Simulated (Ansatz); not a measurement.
Input for Ansatz (a quantum-chemistry and plane-wave program): R-r2SCAN/def2-TZVPP on NH3 (SMILES N).

Ansatz 0.2 input:
```yaml
crystal:
  periodic: [false, false, false]
  atoms:
    - {symbol: N, position_ang: [0.00000000, -0.00002411, 0.30627053]}
    - {symbol: H, position_ang: [0.00000000, 0.93747488, -0.10213041]}
    - {symbol: H, position_ang: [0.81190073, -0.46877539, -0.10212006]}
    - {symbol: H, position_ang: [-0.81190073, -0.46877539, -0.10212006]}
basis:
  gaussian:
    orbitals: def2-TZVPP
hamiltonian:
  xc: {name: r2SCAN}
scf: {lower_state_search: off}
```

Task: Give the final energy of this run.

Result: -56.5484 hartree.
